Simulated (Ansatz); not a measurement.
Reactions of `[SeH][Si]([SeH])([SeH])[SeH]`.

Program: Ansatz. Geometries: PBE0-D4/def2-TZVP. ΔE: electronic, gas phase. CCSD(T)/CBS is the MP2 limit (def2-TZVPP, def2-QZVPP) plus CCSD(T) − MP2 in def2-TZVPP, frozen cores. For Ga, Se outer-core shells are correlated without core-valence functions, which leaves a few kJ/mol of doubt a bond. Scalar relativity is left out up to krypton. One conformer a species, not always the lowest.

Problem. Order these by ΔE at CCSD(T)/CBS, lowest first. (Best estimate.)
A. `[SeH][Si]([SeH])([SeH])[SeH]` + `N=C[SiH3]` → `N=C[SiH2][SeH]` + `[SeH][SiH]([SeH])[SeH]`
B. `[SeH][Si]([SeH])([SeH])[SeH]` + `C[O][AlH2]` → `C[O][AlH][SeH]` + `[SeH][SiH]([SeH])[SeH]`
C. `[SeH][Si]([SeH])([SeH])[SeH]` + dimethyl ether → `COC[SeH]` + `[SeH][SiH]([SeH])[SeH]`
D. `[SeH][Si]([SeH])([SeH])[SeH]` + `[OH][GaH2]` → `[OH][GaH][SeH]` + `[SeH][SiH]([SeH])[SeH]`
E. `[SeH][Si]([SeH])([SeH])[SeH]` + H₂Se → `[SeH][SeH]` + `[SeH][SiH]([SeH])[SeH]`
F. `[SeH][Si]([SeH])([SeH])[SeH]` + `OPO` → `OP(O)[SeH]` + `[SeH][SiH]([SeH])[SeH]`

Solution. B (-0.63 eV), D (-0.46 eV), A (-0.01 eV), F (+0.41 eV), E (+0.71 eV), C (+1.05 eV).

Largest T1 diagnostic: 0.015, for `[OH][GaH2]`.
